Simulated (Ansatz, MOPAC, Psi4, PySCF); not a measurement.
Molecule: HSO₃ (charge 0, doublet). SMILES: O=[S](=O)O
Coordinates optimised at B3LYP-D3(BJ)/def2-TZVP (Ansatz, a quantum-chemistry and plane-wave program):
```xyz
5

O      0.4342    -0.6993    -1.1852
S     -0.2804     0.0183     0.0913
O      0.2653    -0.5711     1.2992
O     -0.2259     1.4334    -0.1815
H      0.6974    -1.5966    -0.9218
```
Charge 0, spin multiplicity 2.

Quantity: vertical electron affinity to the singlet, in eV. Set-up: open shells spin-unrestricted; 6-31G* and kin with 6d, 5d where marked; each state is the SCF solution reached for its charge and spin; valence correlation only; 6-311+G** with 5d, 6d on Na to Ar in Ansatz; non-relativistic; dispersion terms only where a functional's name holds one; spin-orbit terms left out. First-principles rows: single points at B3LYP-D3(BJ) geometries (Ansatz). Semi-empirical rows: differences of heats of formation at the shared geometry for vertical values. Sets without +, aug- or the D of def2-TZVPD hold no diffuse functions, which anions need.

```
level               program  vertical electron affinity to the singlet (eV)
------------------  -------  ----------------------------------------------
PM3                   MOPAC                                            1.51
MNDO                  MOPAC                                            3.09
PBE/6-31G*           Ansatz                                            1.31
PBE/6-311+G**        Ansatz                                            2.31
B3LYP/6-31G*         Ansatz                                            1.64
B3LYP/6-311+G**      Ansatz                                            2.56
M06-2X/6-31G* (5d)    PySCF                                            1.89
wB97X-D/6-31G*         Psi4                                            1.76
MP2/6-311+G**        Ansatz                                            2.34
B3LYP/def2-TZVPD     Ansatz                                            2.42
PBE0/def2-TZVPD      Ansatz                                            2.29
wB97X-V/def2-TZVPD   Ansatz                                            2.40
```

No value to compare with is used here. The 9 habitual levels span 1.31 (PBE/6-31G*) to 3.09 eV (MNDO); wB97X-V/def2-TZVPD gives 2.40.

The levels are drawn from those run, B3LYP/6-31G* more often than the rest, none by its result; runs whose electronic state is in doubt are left out.
